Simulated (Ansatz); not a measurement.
# Cost against result

Saddle point of BH$_{3}$OF$_{4}$, singlet (BHOF₂ ([OH][B]([F])[F]) + HF + HF → BF₃ ([F][B]([F])[F]) + H₂O + HF (still joined by a long B–O bond); bonds formed: B1–F6, O2–H7, H5–F8; bonds broken: H5–F6, H7–F8; bonds weakened to dative contacts: B1–O2), PBE0-D4/def2-TZVP structure:

| atom | x (Å) | y (Å) | z (Å) |
| --- | --- | --- | --- |
| B1 | -0.1658 | -0.9187 | 0.1971 |
| O2 | 0.8399 | -0.1859 | -0.5709 |
| F3 | -0.9328 | -1.7206 | -0.5511 |
| F4 | 0.2846 | -1.3667 | 1.3678 |
| H5 | -0.6448 | 1.2001 | 0.5266 |
| F6 | -1.1917 | 0.3141 | 0.6456 |
| H7 | 0.7484 | 1.0766 | -0.2614 |
| F8 | 0.3145 | 1.9546 | 0.1599 |
| H9 | 0.7478 | -0.3538 | -1.5138 |

Barriers are electronic and count from the start structure reached by relaxing down the imaginary mode.

Computed with Ansatz 0.2.0 (basis: as named in each row); correlated methods freeze the cores. B3LYP uses VWN-RPA correlation. Extrapolation: Hartree–Fock as exp(−7.88 √X), correlation as X^−2.97.

Times are rough, for one single point on 8 threads of a shared host (Intel Xeon 6975P-C).

The estimate by CCSD(T) at an estimated basis limit (MP2 extrapolated from triple and quadruple zeta, plus CCSD(T) − MP2 in triple zeta) is 0.372 eV.

| method | basis | time (s) | barrier (eV) | method less estimate |
| --- | --- | --- | --- | --- |
| HF | STO-3G | under 1 | -1.082 | -1.454 |
| PBE-D4 | STO-3G | under 1 | -2.505 | -2.877 |
| SPW92 | def2-SVP | under 1 | -0.661 | -1.033 |
| B3LYP-D4 | 6-31G | under 1 | -0.174 | -0.546 |
| PBE-D4 | def2-SVP | under 1 | -0.144 | -0.516 |
| PBE0-D4 | def2-SVP | under 1 | -0.028 | -0.400 |
| PBE-D4 | def2-TZVPP | under 1 | 0.153 | -0.219 |
| SPW92 | def2-TZVPP | under 1 | -0.328 | -0.700 |
| BLYP-D4 | def2-TZVPP | under 1 | 0.325 | -0.046 |
| wB97M-V | def2-SVP | under 1 | -0.004 | -0.375 |
| PBE0-D4 | def2-TZVPP | under 1 | 0.214 | -0.158 |
| B3LYP-D4 | def2-TZVPP | under 1 | 0.338 | -0.034 |
| BHLYP-D4 | def2-TZVPP | under 1 | 0.411 | 0.039 |
| CAM-B3LYP-D4 | def2-TZVPP | under 1 | 0.243 | -0.129 |
| r2SCAN-D4 | def2-TZVPP | 1 | 0.142 | -0.229 |
| r2SCAN0-D4 | def2-TZVPP | 1 | 0.197 | -0.174 |
| RPA on PBE | def2-TZVPP | 1 | 0.276 | -0.096 |
| B2PLYP | def2-TZVPP | 2 | 0.334 | -0.038 |
| PBE-QIDH | def2-TZVPP | 2 | 0.247 | -0.125 |
| wB97M-V | def2-TZVPP | 2 | 0.272 | -0.100 |
| B97M-V | def2-TZVPP | 2 | 0.379 | 0.007 |
| wB97X-V | def2-TZVPP | 2 | 0.268 | -0.104 |
| CCSD(T) | def2-SVP | 2 | 0.289 | -0.082 |
| MP2 | def2-QZVPP | 6 | 0.328 | -0.044 |
| CCSD(T) | def2-TZVPP | 26 | 0.312 | -0.060 |

All methods are single points on the PBE0-D4 structures; a negative value means that the method puts the saddle structure below the start.

The T1 diagnostic stays at or below 0.012.

Steps of this kind, hydrogen fluoride cutting a network bond, underlie vapour etching and the fluorination step of atomic layer etching.

Labels in which every atom is bracketed show which atoms are joined, not bond orders.
